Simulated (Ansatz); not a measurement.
`[F][AlH][SeH]` + `O[SiH3]` → `[F][AlH][O][SiH3]` + H₂Se  (ligand exchange at the Al–Se bond)

Program: Ansatz. Geometries: PBE0-D4/def2-TZVP. ΔE: electronic, gas phase. CCSD(T)/CBS adds triple-zeta CCSD(T) − MP2 to the extrapolated MP2 energy (def2 sets, frozen cores). This one scheme is used for every species. For Se outer-core shells are correlated without core-valence functions, which leaves a few kJ/mol of doubt a bond. Scalar relativity is left out up to krypton. Each species was taken in one conformer, which may not be the lowest.

```json
{"species": "`[F][AlH][SeH]`", "HF/def2-SVP energy (Eh)": "-2742.02694"}
{"species": "`O[SiH3]`", "HF/def2-SVP energy (Eh)": "-366.00217"}
{"species": "`[F][AlH][O][SiH3]`", "HF/def2-SVP energy (Eh)": "-707.34684"}
{"species": "H₂Se", "HF/def2-SVP energy (Eh)": "-2400.70527"}
```

**Question.** Work out ΔE.

**Answer.** ΔE = (-707.34684) + (-2400.70527) − (-2742.02694) − (-366.00217) = -0.02300 Eh = -14.4 kcal/mol. CCSD(T)/CBS gives -10.0 kcal/mol.

Largest T1 diagnostic among the species: 0.012.

From BLYP to BHLYP (50 % exact exchange), in def2-TZVPP and without D4, ΔE moves by −1.1 kcal/mol. In def2-TZVPP, CCSD(T) changes the Hartree–Fock value by +1.9 kcal/mol (the triples alone add +0.5 kcal/mol) and MP2 by +2.3 kcal/mol. At CCSD(T), def2-SVP lies −3.3 kcal/mol from the extrapolated value and def2-TZVPP −1.1 kcal/mol.
